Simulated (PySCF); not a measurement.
**Correlation energy of Cl⁺ (chlorine, charge +1)**

[Ne] 3s2 3p4, high-spin 3P determinant. Calculation: PySCF 2.14, in cc-pVDZ-DK (4s3p1d, 18 functions); scalar relativity by spin-free X2C-1e. Frozen: [Ne]; 6 electrons correlated.

MP2 pair energies summed by pair of shells (mhartree):

```tsv
pair	energy	share (%)
3p-3p	-42.44	48.6
3s-3p	-37.84	43.3
3s-3s	-7.11	8.1
```

Total MP2 correlation energy: -87.40 mhartree.

Same-spin part -21.48 and opposite-spin part -65.92 mhartree; SCS-MP2 scales them by 1/3 and 6/5 to -86.26 mhartree.

```json
{"level": "CCSD", "correlation energy (mhartree)": "-106.44"}
{"level": "(T)", "correlation energy (mhartree)": "-1.07"}
{"level": "CCSD(T)", "correlation energy (mhartree)": "-107.51"}
```

Diagnostics: T1 = 0.0061, D1 = 0.0207, largest double amplitude 0.052.

Cost of the coupled-cluster step: 0.14 s of wall time on 1 thread of Neoverse-N1 (shared host), for 6 correlated electrons.

Iterations:

```
CC2 = 0
CCSD nocc = (np.int64(4), np.int64(2)), nmo = (13, 13)
frozen orbitals [[0, 1, 2, 3, 4], [0, 1, 2, 3, 4]]
max_cycle = 100
direct = 0
conv_tol = 1e-08
conv_tol_normt = 1e-06
diis_space = 8
diis_start_cycle = 0
Init t2, MP2 energy = -0.087395945260642
Init E_corr(UCCSD) = -0.0873959452614615
cycle = 1  E_corr(UCCSD) = -0.102147595815322  dE = -0.0147516506  norm(t1,t2) = 0.0354416
cycle = 2  E_corr(UCCSD) = -0.105166503723512  dE = -0.00301890791  norm(t1,t2) = 0.0110426
cycle = 3  E_corr(UCCSD) = -0.106459663224124  dE = -0.0012931595  norm(t1,t2) = 0.004112
cycle = 4  E_corr(UCCSD) = -0.106435978669772  dE = 2.36845544e-05  norm(t1,t2) = 0.000398745
cycle = 5  E_corr(UCCSD) = -0.10644034308003  dE = -4.36441026e-06  norm(t1,t2) = 8.78725e-05
cycle = 6  E_corr(UCCSD) = -0.10643974710155  dE = 5.9597848e-07  norm(t1,t2) = 1.8125e-05
cycle = 7  E_corr(UCCSD) = -0.106439914445816  dE = -1.67344266e-07  norm(t1,t2) = 3.14835e-06
cycle = 8  E_corr(UCCSD) = -0.106439856013078  dE = 5.84327379e-08  norm(t1,t2) = 4.17953e-07
cycle = 9  E_corr(UCCSD) = -0.106439863390864  dE = -7.37778655e-09  norm(t1,t2) = 7.06378e-08
UCCSD converged
E(UCCSD) = -460.5513794097893  E_corr = -0.1064398633908644
UCCSD(T) correction = -0.00106894419035512
```
